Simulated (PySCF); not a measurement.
cis-[IrF2(NH3)4]+ (charge +1 and singlet state).
Bonds: Ir1–F2, Ir1–N3, Ir1–F7, Ir1–N8, Ir1–N12, Ir1–N16. Hydrogens: H4, H5, H6 on N3; H9, H10, H11 on N8; H13, H14, H15 on N12; H17, H18, H19 on N16.

Computed by this run: PBE0-D3(BJ)/def2-SVP geometry optimisation, gas phase, def2 core potentials past Kr in PySCF; density fitting, grid level 1; the optimiser is geomeTRIC in internal coordinates, started from a GFN2-xTB structure with every atom displaced at random (about 0.03 Å).

Geometry at step 3:
```
atom  x, y, z in Å
Ir1     0.2026   -0.0003    0.2100
F2      0.0606   -0.0087    2.1691
N3      0.4638    0.0224   -1.8702
H4      1.4965    0.0581   -1.9394
H5      0.0918    0.8254   -2.3823
H6      0.1604   -0.8062   -2.3884
F7      2.1624    0.0144    0.0614
N8     -1.8745   -0.0129    0.4696
H9     -1.9583   -0.0314    1.4974
H10    -2.3819   -0.8244    0.1109
H11    -2.3881    0.8078    0.1413
N12     0.4137    2.0461    0.4464
H13     1.4156    2.2308    0.2944
H14     0.2453    2.2096    1.4467
H15    -0.1252    2.7315   -0.0858
N16     0.4135   -2.0577    0.4023
H17    -0.1230   -2.7370   -0.1398
H18     0.2506   -2.2396    1.3995
H19     1.4117   -2.2344    0.2414
```

**Question.** Give the atomic forces at this geometry.

**Answer.** 
```tsv
atom	Fx (eV/Å)	Fy (eV/Å)	Fz (eV/Å)
Ir1	-0.005	0.006	-0.079
F2	0.026	-0.033	-0.007
N3	0.236	-0.052	-0.056
H4	-0.203	0.010	0.025
H5	0.038	-0.016	0.017
H6	0.006	0.047	0.036
F7	-0.020	-0.015	0.036
N8	-0.059	0.001	0.097
H9	0.035	0.008	-0.041
H10	-0.003	0.011	0.009
H11	0.003	-0.017	0.008
N12	0.033	0.088	-0.043
H13	-0.118	-0.047	0.009
H14	0.012	-0.016	-0.010
H15	0.026	0.025	0.011
N16	-0.044	0.013	-0.034
H17	0.002	-0.011	0.006
H18	0.012	-0.007	0.012
H19	0.022	0.004	0.006
```

The largest, 0.25 eV/Å, acts on N3; the rms over all components is 0.054 eV/Å. The forces sum to zero within rounding, as they must for an isolated molecule in no field.

**Question.** Give the force on N3 in Eh/bohr and in nN.

**Answer.** 0.248 eV/Å ÷ 51.422 = 0.00482 Eh/bohr, and 0.248 eV/Å × 1.602 = 0.40 nN.

**Question.** How far is this geometry from the end of the optimisation?

**Answer.** 0.006 eV above it, and 0.028 Å rms away after alignment. The bonds farthest from their final lengths, with half the difference of the two atoms' forces along the bond (positive lengthens):

| bond | now (Å) | final (Å) | force along bond (eV/Å) |
| --- | --- | --- | --- |
| N3–H4 | 1.036 | 1.031 | -0.22 |
| Ir1–N12 | 2.071 | 2.075 | +0.04 |
| Ir1–N8 | 2.093 | 2.096 | +0.04 |
| N12–H13 | 1.030 | 1.027 | -0.09 |
| Ir1–N16 | 2.077 | 2.075 | 0.00 |
| N3–H6 | 1.023 | 1.022 | -0.03 |

The angle farthest from its final value is N3–Ir1–N8, 104.3° against 106.2°.

The cost below is that of the whole optimisation. On an Intel Xeon Platinum 8259CL at 2.50 GHz with one thread, no GPU, shared host, this took 3.3 min and 0.76 GiB of memory at its peak.
